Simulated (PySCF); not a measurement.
An excited-state job on `C/C(CC)=C/C#C`.

Method: TDDFT PBE0/def2-SVPD, vertical, gas phase, core orbitals frozen in the response (PySCF 2.14.0, density-fitted response routines). Geometry: GFN2-xTB. The input is one job of a driver script: a line of settings, then coordinates in Å.

Command:
```bash
OMP_NUM_THREADS=1 python probes_run.py task.json out
```

Input:
```
{"job": {"kind": "uv", "xc": "PBE0", "basis": "def2-SVPD", "nstates": 6, "ntriplets": 2}, "charge": 0, "multiplicity": 1}
C      2.696849     1.634252    -0.481674
C      1.508392     1.556626    -0.322956
C      0.114438     1.493953    -0.126367
C     -0.601068     0.368886    -0.210127
C     -2.080133     0.357978     0.007866
C      0.039246    -0.958978    -0.501609
C      0.436321    -1.671338     0.793716
H      3.734170     1.697486    -0.622526
H     -0.362086     2.438945     0.104785
H     -2.443550     1.330415     0.331552
H     -2.347179    -0.384287     0.759649
H     -2.590883     0.085850    -0.916814
H      0.934754    -0.808464    -1.107722
H     -0.657365    -1.588637    -1.059932
H      1.149215    -1.065036     1.348071
H     -0.434351    -1.844191     1.423086
H      0.896233    -2.631430     0.571093
```

**Question.** Give the output.

**Answer.** 
```
coarse grid: 13808 points
cycle   1  E = -272.0656230704  dE =  7.336e-01  |g| = 4.180e-01  |ddm| = 1.460e+01
cycle   2  E = -272.0721667658  dE = -6.544e-03  |g| = 3.951e-01  |ddm| = 2.800e+00
cycle   3  E = -272.1149683758  dE = -4.280e-02  |g| = 4.755e-02  |ddm| = 1.175e+00
cycle   4  E = -272.1151476652  dE = -1.793e-04  |g| = 3.875e-02  |ddm| = 1.584e-01
cycle   5  E = -272.1154864951  dE = -3.388e-04  |g| = 1.174e-02  |ddm| = 8.940e-02
cycle   6  E = -272.1155219990  dE = -3.550e-05  |g| = 2.377e-03  |ddm| = 3.100e-02
cycle   7  E = -272.1155233881  dE = -1.389e-06  |g| = 6.199e-04  |ddm| = 7.309e-03
final grid: 132176 points
cycle   8  E = -272.1593530131  dE = -5.159e-05  |g| = 8.170e-03  |ddm| = 2.573e-01
cycle   9  E = -272.1593441652  dE =  8.848e-06  |g| = 9.936e-03  |ddm| = 5.240e-02
cycle  10  E = -272.1593699213  dE = -2.576e-05  |g| = 2.336e-03  |ddm| = 2.183e-02
cycle  11  E = -272.1593713862  dE = -1.465e-06  |g| = 3.266e-04  |ddm| = 5.336e-03
cycle  12  E = -272.1593714003  dE = -1.402e-08  |g| = 2.286e-04  |ddm| = 1.148e-03
cycle  13  E = -272.1593714133  dE = -1.303e-08  |g| = 5.242e-05  |ddm| = 4.846e-04
cycle  14  E = -272.1593714139  dE = -6.537e-10  |g| = 1.099e-05  |ddm| = 1.753e-04
converged SCF energy = -272.1593714139

Static polarisability (au): isotropic 86.204, principal 61.758 78.944 117.911

Singlet excitations
state   eV       nm        f      main configurations
  1   5.4965    225.6   0.26925   H->L 0.70, H-1->L 0.21
  2   5.6054    221.2   0.09643   H-1->L 0.74, H->L 0.20
  3   5.9755    207.5   0.00183   H->L+2 0.56, H->L+1 0.35
  4   6.3700    194.6   0.00693   H->L+1 0.61, H->L+2 0.31
  5   7.0046    177.0   0.00735   H->L+3 0.95
  6   7.2168    171.8   0.02097   H->L+4 0.70

Triplet excitations (Tamm-Dancoff, eV): 3.3996 5.1717
```

The SCF starts on a coarse grid where the log names one; the energy can jump when the final grid takes over, and dE then counts from the start density on the new grid. H and L stand for HOMO and LUMO; the number after each pair is its weight.

**Question.** Which computed singlet has the largest oscillator strength, and what do all of them sum to?

**Answer.** State 1 at 5.50 eV (226 nm), f = 0.269; the 6 states sum to 0.403.

**Question.** How does the lowest singlet excitation compare with the HOMO–LUMO gap?

**Answer.** HOMO -6.60 eV and LUMO -0.56 eV give a gap of 6.04 eV; S1 at 5.50 eV lies 0.54 eV below it.

Main results: HOMO -6.60 eV, LUMO -0.56 eV; lowest singlet 5.50 eV; lowest triplet 3.40 eV (Tamm–Dancoff); mean polarisability 86.2 au.

**Question.** How long does this job take on Arm Neoverse V1, one thread, on a shared host? And the peak memory of the process?

**Answer.** About 40 s, with 0.87 GiB resident at the peak, the Python interpreter and its libraries included.

One conformer stands for the species.
Labels such as C1 count atoms from 1, the log's own numbers from 0.
